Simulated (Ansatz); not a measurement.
Program: Ansatz. Geometries: PBE0-D4/def2-TZVP. ΔE: electronic, gas phase. CCSD(T)/CBS adds triple-zeta CCSD(T) − MP2 to the extrapolated MP2 energy (def2 sets, frozen cores). Functionals use def2-TZVPP. One conformer a species, not always the lowest.

Consider the redistribution: `OC[SiH2]O[SiH3]` + `O[SiH]([SiH3])CCl` → `OC[SiH2]CCl` + `O[SiH]([SiH3])O[SiH3]`.

`OC[SiH2]O[SiH3]`:

Cartesian coordinates in Å:
```
O 0.822 0.184 -1.518
C 0.250 1.328 -0.897
Si -1.211 0.706 0.112
O -0.697 -0.472 1.121
Si 0.352 -1.730 1.187
H 1.634 0.437 -1.963
H 0.965 1.828 -0.229
H -0.083 2.074 -1.634
H -2.261 0.172 -0.794
H -1.766 1.823 0.920
H 0.160 -2.648 0.037
H 0.081 -2.462 2.450
H 1.755 -1.241 1.206
```

`O[SiH]([SiH3])CCl`:

Z-matrix (Å, degrees):
```
Si
Si 1 2.342
C 1 1.887 2 110.9
O 1 1.647 2 107.2 3 119.6
H 1 1.491 2 111.3 3 -117.9
H 2 1.489 1 109.0 3 60.2
H 2 1.488 1 110.6 3 -59.0
H 2 1.486 1 110.9 3 179.8
Cl 3 1.793 1 107.9 2 172.2
H 3 1.090 1 112.7 2 54.2
H 3 1.091 1 112.6 2 -69.3
H 4 0.961 1 115.7 2 -171.5
```

`OC[SiH2]CCl`:

Cartesian coordinates in Å:
```
O 0.873 -1.794 0.854
C 0.888 -1.122 -0.393
Si 0.523 0.729 -0.286
C -1.303 1.018 0.105
Cl -1.780 0.108 1.577
H 0.046 -1.588 1.300
H 0.205 -1.593 -1.118
H 1.894 -1.248 -0.805
H 0.788 1.380 -1.602
H 1.341 1.370 0.774
H -1.949 0.672 -0.703
H -1.527 2.068 0.296
```

`O[SiH]([SiH3])O[SiH3]`:

Z-matrix (Å, degrees):
```
Si
Si 1 2.352
O 1 1.635 2 109.0
O 1 1.642 2 111.0 3 -122.7
H 1 1.481 2 113.1 3 120.4
H 2 1.489 1 111.3 3 -52.7
H 2 1.491 1 110.0 3 67.2
H 2 1.488 1 110.4 3 -173.4
Si 3 1.634 1 148.3 2 -5.5
H 4 0.958 1 118.4 2 51.6
H 9 1.483 3 109.5 1 118.2
H 9 1.488 3 109.9 1 -1.9
H 9 1.484 3 109.2 1 -121.8
```

```json
{"species": "`OC[SiH2]O[SiH3]`", "PBE energy (Eh)": "-771.99121"}
{"species": "`O[SiH]([SiH3])CCl`", "PBE energy (Eh)": "-1156.22220"}
{"species": "`OC[SiH2]CCl`", "PBE energy (Eh)": "-904.88691"}
{"species": "`O[SiH]([SiH3])O[SiH3]`", "PBE energy (Eh)": "-1023.33008"}
```

Problem. Work out ΔE.

Solution. ΔE = (-904.88691) + (-1023.33008) − (-771.99121) − (-1156.22220) = -0.00358 Eh = -0.10 eV. CCSD(T)/CBS gives -0.03 eV.

Largest T1 diagnostic among the species: 0.013.

From PBE to PBE0 (25 % exact exchange), in def2-TZVPP and without D4, ΔE moves by +0.04 eV. In def2-TZVPP, CCSD(T) changes the Hartree–Fock value by −0.08 eV (the triples alone add −0.02 eV) and MP2 by −0.07 eV.
